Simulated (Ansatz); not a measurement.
Born–Oppenheimer molecular dynamics of a periodic cell of 12 atoms, CO (contents 6 CO, density as packed 0.80 g/cm³ with natural masses). It goes on from the last frame of an earlier run, with new velocities.

Computed with Ansatz, DFT PBE-D3(BJ), scalar-relativistic, plane waves, PAW. Settings: cutoff 420 eV, k mesh 1x1x1, fermi-dirac smearing 0.02 eV, no spin polarisation.

| Item | Value |
| --- | --- |
| ensemble | NVT, Langevin thermostat |
| time step | 1 fs |
| steps asked | 400 |
| set temperature | 350 K |
| friction | 0.02 /fs |
| seed | 727958 |

Frames 1 fs apart, positions in Å.

Velocities at 100.0 fs (Å/ps):

```
O -3.77 7.64 8.19
C 2.61 -2.81 1.75
O 0.35 -1.11 0.55
C -6.21 -13.91 -2.38
O -0.39 -3.21 -0.18
C -3.69 6.05 -0.26
O 6.62 -5.80 4.50
C -3.09 0.09 -2.77
O 3.93 8.91 -7.78
C 2.11 -5.57 8.02
O 7.30 2.23 4.21
C 5.08 1.25 3.35
```

```xyz
12
Lattice="7.0339 0.0000 0.0000 0.0000 7.0339 0.0000 0.0000 0.0000 7.0339" Properties=species:S:1:pos:R:3 time_fs=100.0 energy_less_start_eV=-0.111 T=442
O 6.201 4.026 2.369
C 6.508 5.066 2.064
O -1.033 1.601 -0.277
C -0.144 1.106 0.303
O 1.794 5.644 6.267
C 0.778 5.207 6.046
O 3.134 3.201 2.386
C 2.940 3.107 1.290
O 2.420 0.408 2.897
C 2.686 -0.660 3.137
O 4.658 4.296 5.002
C 4.842 5.428 5.126
12
Lattice="7.0339 0.0000 0.0000 0.0000 7.0339 0.0000 0.0000 0.0000 7.0339" Properties=species:S:1:pos:R:3 time_fs=101.0 energy_less_start_eV=-0.129 T=465
O 6.198 4.034 2.377
C 6.510 5.063 2.066
O -1.032 1.599 -0.276
C -0.152 1.093 0.301
O 1.794 5.641 6.267
C 0.774 5.213 6.045
O 3.140 3.195 2.390
C 2.937 3.107 1.286
O 2.424 0.418 2.890
C 2.689 -0.666 3.146
O 4.665 4.298 5.006
C 4.847 5.429 5.128
12
Lattice="7.0339 0.0000 0.0000 0.0000 7.0339 0.0000 0.0000 0.0000 7.0339" Properties=species:S:1:pos:R:3 time_fs=102.0 energy_less_start_eV=-0.116 T=439
O 6.195 4.042 2.386
C 6.511 5.062 2.066
O -1.029 1.595 -0.275
C -0.163 1.082 0.298
O 1.795 5.638 6.267
C 0.771 5.217 6.044
O 3.146 3.190 2.394
C 2.933 3.107 1.282
O 2.429 0.428 2.884
C 2.692 -0.671 3.155
O 4.674 4.301 5.011
C 4.852 5.427 5.129
12
Lattice="7.0339 0.0000 0.0000 0.0000 7.0339 0.0000 0.0000 0.0000 7.0339" Properties=species:S:1:pos:R:3 time_fs=103.0 energy_less_start_eV=-0.082 T=413
O 6.191 4.048 2.394
C 6.513 5.062 2.065
O -1.026 1.590 -0.274
C -0.175 1.073 0.295
O 1.796 5.636 6.268
C 0.766 5.220 6.043
O 3.150 3.185 2.398
C 2.929 3.107 1.279
O 2.435 0.437 2.877
C 2.695 -0.675 3.164
O 4.681 4.303 5.016
C 4.857 5.425 5.130
12
Lattice="7.0339 0.0000 0.0000 0.0000 7.0339 0.0000 0.0000 0.0000 7.0339" Properties=species:S:1:pos:R:3 time_fs=104.0 energy_less_start_eV=-0.037 T=389
O 6.186 4.051 2.402
C 6.516 5.063 2.062
O -1.022 1.585 -0.275
C -0.188 1.063 0.291
O 1.796 5.635 6.268
C 0.760 5.221 6.042
O 3.152 3.178 2.401
C 2.924 3.107 1.276
O 2.442 0.444 2.871
C 2.696 -0.675 3.172
O 4.689 4.305 5.020
C 4.862 5.422 5.130
12
Lattice="7.0339 0.0000 0.0000 0.0000 7.0339 0.0000 0.0000 0.0000 7.0339" Properties=species:S:1:pos:R:3 time_fs=105.0 energy_less_start_eV=0.004 T=376
O 6.181 4.054 2.408
C 6.520 5.066 2.059
O -1.018 1.582 -0.276
C -0.200 1.054 0.288
O 1.798 5.633 6.268
C 0.756 5.222 6.041
O 3.155 3.170 2.404
C 2.920 3.108 1.273
O 2.449 0.449 2.864
C 2.696 -0.673 3.179
O 4.698 4.307 5.025
C 4.866 5.419 5.129
12
Lattice="7.0339 0.0000 0.0000 0.0000 7.0339 0.0000 0.0000 0.0000 7.0339" Properties=species:S:1:pos:R:3 time_fs=106.0 energy_less_start_eV=0.018 T=377
O 6.175 4.057 2.414
C 6.523 5.068 2.055
O -1.014 1.579 -0.277
C -0.210 1.044 0.285
O 1.799 5.630 6.267
C 0.752 5.221 6.040
O 3.159 3.163 2.406
C 2.917 3.108 1.274
O 2.458 0.452 2.857
C 2.696 -0.666 3.185
O 4.706 4.309 5.030
C 4.871 5.417 5.130
12
Lattice="7.0339 0.0000 0.0000 0.0000 7.0339 0.0000 0.0000 0.0000 7.0339" Properties=species:S:1:pos:R:3 time_fs=107.0 energy_less_start_eV=-0.005 T=409
O 6.170 4.060 2.419
C 6.527 5.073 2.052
O -1.010 1.575 -0.280
C -0.221 1.035 0.284
O 1.799 5.626 6.266
C 0.750 5.219 6.038
O 3.161 3.156 2.407
C 2.914 3.109 1.278
O 2.467 0.451 2.851
C 2.695 -0.656 3.190
O 4.715 4.309 5.035
C 4.876 5.417 5.130
12
Lattice="7.0339 0.0000 0.0000 0.0000 7.0339 0.0000 0.0000 0.0000 7.0339" Properties=species:S:1:pos:R:3 time_fs=108.0 energy_less_start_eV=-0.055 T=449
O 6.165 4.064 2.424
C 6.532 5.078 2.048
O -1.007 1.574 -0.282
C -0.230 1.025 0.282
O 1.797 5.623 6.265
C 0.750 5.217 6.036
O 3.164 3.149 2.407
C 2.910 3.110 1.284
O 2.477 0.449 2.845
C 2.693 -0.644 3.193
O 4.725 4.307 5.040
C 4.881 5.417 5.130
12
Lattice="7.0339 0.0000 0.0000 0.0000 7.0339 0.0000 0.0000 0.0000 7.0339" Properties=species:S:1:pos:R:3 time_fs=109.0 energy_less_start_eV=-0.114 T=432
O 6.162 4.068 2.427
C 6.536 5.083 2.046
O -1.007 1.574 -0.286
C -0.237 1.013 0.282
O 1.795 5.620 6.263
C 0.750 5.215 6.033
O 3.167 3.143 2.408
C 2.906 3.112 1.292
O 2.487 0.445 2.841
C 2.692 -0.629 3.195
O 4.734 4.305 5.045
C 4.887 5.419 5.130
12
Lattice="7.0339 0.0000 0.0000 0.0000 7.0339 0.0000 0.0000 0.0000 7.0339" Properties=species:S:1:pos:R:3 time_fs=110.0 energy_less_start_eV=-0.150 T=446
O 6.159 4.073 2.430
C 6.540 5.089 2.045
O -1.008 1.574 -0.291
C -0.241 1.000 0.283
O 1.792 5.616 6.260
C 0.753 5.213 6.030
O 3.171 3.137 2.408
C 2.903 3.114 1.300
O 2.497 0.440 2.837
C 2.691 -0.614 3.198
O 4.742 4.303 5.051
C 4.893 5.423 5.129
12
Lattice="7.0339 0.0000 0.0000 0.0000 7.0339 0.0000 0.0000 0.0000 7.0339" Properties=species:S:1:pos:R:3 time_fs=111.0 energy_less_start_eV=-0.138 T=462
O 6.157 4.079 2.433
C 6.544 5.094 2.045
O -1.011 1.576 -0.295
C -0.244 0.985 0.284
O 1.789 5.613 6.257
C 0.757 5.212 6.028
O 3.175 3.131 2.409
C 2.901 3.114 1.308
O 2.507 0.435 2.832
C 2.690 -0.600 3.201
O 4.750 4.301 5.056
C 4.898 5.426 5.129
```

Of the whole run (400 fs, mean temperature of the second half 358 K): A run of 0.4 ps of so small a system gives no equilibrium averages. Limits of this set-up: coarse k mesh.

The run took 9.6 min on 1 thread of Arm Neoverse V1 (shared host), peak memory 0.36 GiB.
